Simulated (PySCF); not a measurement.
## Exact mass, isotope pattern and composition

Species: hydroxylated disilicon oxide cation (`O[Si+](O)O[Si]`) [radical].

Calculated from isotope tables alone.

(1) Find the molar and monoisotopic masses of [H2O3Si2]+.

(2) Work out the cluster of the ion itself, one line a nominal mass.

(3) Protons, neutrons, electrons, and exact less nominal mass of the monoisotopic species?

(4) What share of all these ions is the monoisotopic species?

(5) What resolving power m/Δm just matches the spacing of the species with one 30Si and with one 18O?

(6) Which singly substituted isotopologues are there?

Answers

(1) For [H2O3Si2]+, with standard atomic weights, 3 × 15.999 + 2 × 28.085 + 2 × 1.008 = 106.183 g/mol. From the most abundant isotopes (16O, 28Si, 1H), 3 × 15.994915 + 2 × 27.976927 + 2 × 1.007825 = 105.9542 u for neutral atoms; the ion's mass is 105.9537 u once 1 electron mass (0.000549 u) is taken off.

(2) 
```
nominal mass  m/z (centroid)  relative intensity
         106        105.9537               100.0
         107        106.9533                10.3
         108        107.9512                 7.6
         109        108.9514                 0.4
         110        109.9496                 0.2
```

Cut off at 0.1 %.

(3) 54 protons, 52 neutrons and 53 electrons; 105.9542 − 106 = -0.0458 u, electron masses as for neutral atoms.

(4) 0.99757^3 × 0.922297^2 × 0.999885^2 = 84.43 %.

(5) They lie 0.00740 u apart at mass 107.95, so m/Δm is about 15000.

(6) Intensity in % of the monoisotopic species:

| isotope | mass shift (u) | m/z | intensity (%) |
| --- | --- | --- | --- |
| 29Si | +0.99957 | 106.9533 | 10.16 |
| 17O | +1.00422 | 106.9579 | 0.11 |
| 2H | +1.00628 | 106.9600 | 0.02 |
| 30Si | +1.99684 | 107.9505 | 6.69 |
| 18O | +2.00425 | 107.9579 | 0.62 |

Species under 0.02 % are left out.
